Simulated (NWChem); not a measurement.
# C4H5Cl; SMILES C1CC=C1Cl

```xyz
10

Cl    -0.0010    -1.7739     0.0000
C     -0.0605    -0.0624     0.0000
C     -1.0597     0.8307     0.0000
C     -0.0954     1.9960     0.0000
C      1.0542     0.9432     0.0000
H     -2.1479     0.7535     0.0000
H     -0.1257     2.6372    -0.8962
H     -0.1257     2.6372     0.8962
H      1.6930     0.9418    -0.8973
H      1.6930     0.9418     0.8973
```
Atoms are numbered in this order, from 1.

Program: NWChem. Medium grid unless said otherwise, to which SCAN and Minnesota functionals are sensitive. Coordinates come from a PBE0/def2-SVP optimisation. Hybrids' shares of exact exchange are those that their runs print; pure functionals count as 0. The functionals differ in more than this share.

| row | share of exact exchange | orbital gap (eV) |
|---|---|---|
| PBE/def2-TZVP | 0.00 | 5.01 |
| BLYP/def2-TZVP | 0.00 | 4.99 |
| B3LYP/def2-TZVP | 0.20 | 6.69 |
| M06-2X/def2-TZVP | 0.54 | 9.23 |
| Hartree-Fock/def2-TZVP | 1.00 | withheld |

### Question
Fit a straight line of the last column on the one before it, predict the withheld value, and compare with the run.

### Answer

1. Means of the 4 shown rows: x = 0.185, y = 6.480. Slope Σ(x − x̄)(y − ȳ)/Σ(x − x̄)² = 1.527/0.1947 = 7.843; intercept 5.029.
2. The shown rows scatter about the line by 0.054 (root mean square); the largest residual is +0.09, at B3LYP/def2-TZVP.
3. At x = 1.00 (Hartree-Fock/def2-TZVP; beyond the shown range) the line gives 12.87.
4. The run gives 13.45, +0.58 from the line, 10.8 times the scatter.
